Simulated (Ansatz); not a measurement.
CH₈ClNSi₂, SMILES `C[SiH2][SiH](N)Cl`. Charge 0, multiplicity 1.

```xyz
13

C     0.4976    1.1725   -1.9070
Si    0.0911    1.0676   -0.0820
Si   -0.5068   -1.1074    0.5325
N    -0.4803   -1.2616    2.2313
Cl    0.8294   -2.3665   -0.4694
H     1.2934    0.4682   -2.1575
H    -0.3766    0.9250   -2.5130
H     0.8260    2.1788   -2.1757
H    -1.0161    1.9995    0.2744
H     1.2761    1.4427    0.7443
H    -1.8452   -1.5583    0.0776
H     0.2893   -0.8892    2.7641
H    -0.8781   -2.0714    2.6803
```

**Question.** What are the harmonic wavenumbers in cm⁻¹ at PBE0-D4/def2-TZVP (Ansatz, finite differences of forces, unscaled)? (Estimate.)

**Answer.** Computed: 41, 87, 139, 177, 194, 234, 297, 401, 425, 449, 519, 595, 666, 701, 736, 809, 868, 883, 889, 923, 939, 1277, 1450, 1452, 1584, 2193, 2204, 2231, 3056, 3141, 3146, 3598, 3692.

**Question.** Is this a minimum?

**Answer.** Yes, all 33 modes are real.

**Question.** Give the ideal-gas thermochemistry at 298.15 K and 1 bar (rigid rotor, harmonic oscillator; point group C1, symmetry number 1).

**Answer.** Zero-point energy 239.2 kJ/mol; H(298) − E = 265.7 kJ/mol; entropy 393.8 J/(mol·K), of which translation 169.1, rotation 119.4, vibration 105.3; G(298) − E = 148.3 kJ/mol. Modes under 100 cm⁻¹ are hindered rotations or soft bends, so the harmonic entropy is rough.

**Question.** And at 400, 500, 600, 800 and 1000 K?

**Answer.** 
```json
{"T (K)": "400", "H − E (kJ/mol)": "281.4", "S (J/mol/K)": "438.8", "G − E (kJ/mol)": "105.9"}
{"T (K)": "500", "H − E (kJ/mol)": "298.9", "S (J/mol/K)": "477.9", "G − E (kJ/mol)": "60.0"}
{"T (K)": "600", "H − E (kJ/mol)": "318.2", "S (J/mol/K)": "513.0", "G − E (kJ/mol)": "10.4"}
{"T (K)": "800", "H − E (kJ/mol)": "360.8", "S (J/mol/K)": "574.0", "G − E (kJ/mol)": "-98.5"}
{"T (K)": "1000", "H − E (kJ/mol)": "407.3", "S (J/mol/K)": "625.9", "G − E (kJ/mol)": "-218.6"}
```

**Question.** Rotational constants (cm⁻¹)?

**Answer.** 0.09362, 0.0546, 0.03729.
